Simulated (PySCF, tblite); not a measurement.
Isomers of C4H3F4O2 (doublet state), one GFN2-xTB conformer each. Single-point energies are computed at B3LYP/pcH-1 (PySCF, gas phase, no added dispersion term), electronic only. GFN2-xTB treats the open shell by occupation alone, and not every SCF solution was tested for stability.

```tsv
SMILES	GFN2-xTB relative energy (kcal/mol)
CO/C(F)=[C]\OC(F)(F)F	12.9
[CH2]O/C(F)=C\OC(F)(F)F	0.0
```

Conformers: `[CH3:1][O:2]/[C:3]([F:4])=[C:5]\[O:6][C:7]([F:8])([F:9])[F:10]` (doublet state) with C1–O2–C3–F4 17°, C3–C5–O6–C7 -21°; `[CH2:1][O:2]/[C:3]([F:4])=[CH:5]\[O:6][C:7]([F:8])([F:9])[F:10]` (doublet state) with H–C1–O2–C3 0° and 180°, C1–O2–C3–F4 0°, C3–C5–O6–C7 0°.

Q: What does B3LYP/pcH-1 give for the same structures?

A: 
| SMILES | B3LYP/pcH-1 E (Eh) | B3LYP/pcH-1 (kcal/mol) | GFN2-xTB (kcal/mol) | point group |
| --- | --- | --- | --- | --- |
| [CH2]O/C(F)=C\OC(F)(F)F | -703.96988 | 0.0 | 0.0 | Cs |
| CO/C(F)=[C]\OC(F)(F)F | -703.94606 | 15.0 | 12.9 | C1 |

Both levels put the same isomer lowest. 

Q: What happens when harmonic zero-point energies from GFN2-xTB frequencies are added?

A: 
```tsv
SMILES	ZPE (kcal/mol)	electronic (kcal/mol)	with ZPE (kcal/mol)
[CH2]O/C(F)=C\OC(F)(F)F	42.7	0.0	0.0
CO/C(F)=[C]\OC(F)(F)F	43.9	15.0	16.2
```

The zero-point energies span 1.2 kcal/mol. The order is unchanged.
